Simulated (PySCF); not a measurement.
C3H12N2OSi.
Atom-mapped SMILES: `[CH3:1][CH2:2][Si:3]([NH2:4])([NH2:5])[O:6][CH3:7]` (hydrogens: H8, H9, H10 on C1; H11, H12 on C2; H13, H14 on N4; H15, H16 on N5; H17, H18, H19 on C7)

Structure used (GFN2-xTB), in Å, numbered top down from 1:
```
atom  x, y, z in Å
C1     1.645   -0.483    1.500
C2     0.184   -0.802    1.196
Si3   -0.319   -0.370   -0.587
N4    -2.016   -0.688   -0.733
N5     0.652   -1.296   -1.679
O6    -0.071    1.209   -0.953
C7    -0.637    2.324   -0.325
H8     1.869    0.555    1.265
H9     1.870   -0.651    2.553
H10    2.304   -1.114    0.908
H11   -0.450   -0.246    1.889
H12    0.005   -1.857    1.397
H13   -2.475   -0.359   -1.568
H14   -2.340   -1.617   -0.522
H15    0.465   -1.188   -2.663
H16    1.648   -1.281   -1.534
H17   -0.376    3.205   -0.913
H18   -1.723    2.231   -0.269
H19   -0.244    2.437    0.688
```

Theory: TDDFT CAM-B3LYP/def2-SVPD, vertical, gas phase, core orbitals frozen in the response (PySCF).

What does the calculation give for the low-lying excited states?

| state | E (eV) | ν̃ (cm⁻¹) | f | main configurations (H = HOMO, L = LUMO) |
| --- | --- | --- | --- | --- |
| S1 | 6.60 | 53210 | 0.034 | H→L (76%) |
| S2 | 6.87 | 55450 | 0.060 | H-1→L (48%), H-2→L (16%), H→L+2 (10%) |
| S3 | 7.39 | 59600 | 0.0063 | H-2→L (59%), H-1→L (24%) |
| S4 | 7.85 | 63320 | 0.0050 | H→L+1 (38%), H-3→L (14%), H→L+2 (10%) |
| S5 | 8.01 | 64600 | 0.0020 | H-1→L+1 (31%), H-3→L (28%) |
| S6 | 8.12 | 65520 | 0.022 | H-3→L (19%), H→L+1 (18%), H-2→L+1 (11%) |
| S7 | 8.16 | 65790 | 0.0052 | H→L+3 (40%), H→L+6 (17%) |
| S8 | 8.21 | 66250 | 0.025 | H-2→L+1 (39%), H-1→L+2 (13%) |

Triplets, Tamm–Dancoff:

| state | E (eV) | λ (nm) | main configurations (H = HOMO, L = LUMO) |
| --- | --- | --- | --- |
| T1 | 6.28 | 197.4 | H→L (69%), H→L+1 (8%) |
| T2 | 6.51 | 190.6 | H-1→L (43%), H-2→L (13%), H→L+2 (11%) |
| T3 | 7.24 | 171.2 | H-2→L (55%), H-1→L (22%) |

The lowest singlet comes at 188 nm (637 kJ/mol) in the vacuum ultraviolet; it is of moderate strength; its leading configuration is HOMO→LUMO (76%). The most intense listed level is S2 at 6.87 eV (180 nm, f = 0.060), 0.28 eV above S1. Löwdin shares by element: HOMO nitrogen 72%, silicon 6%, hydrogen 4% or more (atoms not listed hold the other 19%); LUMO silicon 26%, hydrogen 21% or more (atoms not listed hold the other 53%). Of the 8 states listed, 4 reach f = 0.01 and none stays under 0.0005. The oscillator strengths of these states sum to 0.160; summed over the whole spectrum of an exact calculation they would give the number of electrons, 66 (Thomas–Reiche–Kuhn). Weighted by f, the mean energy of these states is 7.30 eV. No computed singlet lies in the visible range (380 to 750 nm); the lowest, at 188 nm, stands 3.33 eV above its violet end (3.26 eV). Singlets were solved by full linear response, triplets in the Tamm–Dancoff approximation.

One conformer stands for the species.
